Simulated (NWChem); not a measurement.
# C3H7NSi; SMILES C#C[Si@@H](C)N

```xyz
12

C      0.0829    -2.6144    -0.1928
C      0.0250    -1.4089     0.0394
Si    -0.0340     0.4001     0.4073
C      1.4593     1.2787    -0.3232
N     -1.4832     1.0151    -0.3549
H      0.1349    -3.6750    -0.4014
H      0.0225     0.5227     1.9151
H      2.3972     0.8742     0.1074
H      1.4862     1.1450    -1.4227
H      1.4254     2.3656    -0.1021
H     -1.6573     2.0220    -0.2798
H     -2.3539     0.5067    -0.1745
```
Atoms are numbered in this order, from 1.

Program: NWChem. Pople sets run with spherical d functions. Geometry: optimised at PBE-D3(BJ)/def2-SVP. Not confirmed as a minimum by frequencies. Level M06-L/6-31G*: energy and gradient on several grids; changes count from the extra-fine grid, which is no exact limit either.

```tsv
grid	size of the energy change (μHa)	largest change of a gradient component (μHa/bohr)	time, medium = 1 (rough)
xcoarse	9000	6000	about 1
coarse	200	1000	about 1
medium	70	500	about 1
fine	< 10	70	about 1
xfine	< 10	< 30	3
```
